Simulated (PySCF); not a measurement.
An equivalent PySCF input for Bi(3+) (bismuth, charge +3), [Xe] 4f14 5d10 6s2, closed-shell 1S, with a scalar-relativistic core potential:

```python
from pyscf import gto, scf, dft, mp, cc
import basis_set_exchange as bse
txt = bse.get_basis("def2-QZVPP", elements=["Bi"], fmt="nwchem", header=False, augment_diffuse=1)
cut = txt.index("\nECP")
mol = gto.M(atom="Bi 0 0 0", charge=3, spin=0, symmetry="D2h",
            basis=gto.basis.parse(txt[:cut]),
            ecp={"Bi": gto.basis.parse_ecp(txt[cut:])})
mf = dft.UKS(mol, xc="LC_WPBE")
mf.irrep_nelec = {'Ag': (4, 4), 'B1g': (1, 1), 'B2g': (1, 1), 'B3g': (1, 1), 'B1u': (1, 1), 'B2u': (1, 1), 'B3u': (1, 1)}
mf.kernel()
```

It reaches the same state as the run whose output follows, with an energy that differs only through the grid. The run itself started from symmetry-adapted Hartree-Fock orbitals and held the occupation by maximum overlap, on a logarithmic radial grid, so the iterations belong to that start.

```
SCF conv_tol = 1e-09
number electrons alpha = 10  beta = 10
XC functionals = LC_WPBE
    O. A. Vydrov and G. E. Scuseria.,  J. Chem. Phys. 125, 234109 (2006)
cycle= 1 E= -212.874643006036  delta_E= -0.00704  |g|= 0.0166  |ddm|= 0.436
cycle= 2 E= -212.874804232986  delta_E= -0.000161  |g|= 0.00278  |ddm|= 0.0605
cycle= 3 E= -212.874809849197  delta_E= -5.62e-06  |g|= 0.000412  |ddm|= 0.0137
cycle= 4 E= -212.874809889613  delta_E= -4.04e-08  |g|= 8.76e-05  |ddm|= 0.000844
cycle= 5 E= -212.874809891973  delta_E= -2.36e-09  |g|= 2.05e-06  |ddm|= 0.000236
cycle= 6 E= -212.874809891976  delta_E= -2.84e-12  |g|= 6.96e-08  |ddm|= 1.39e-05
converged SCF energy = -212.874809891976  <S^2> = 0  2S+1 = 1
```

Energies and moments cover only the electrons outside the core potential. Spin-orbit coupling, which splits the p, d and f shells strongly at this Z, is absent.
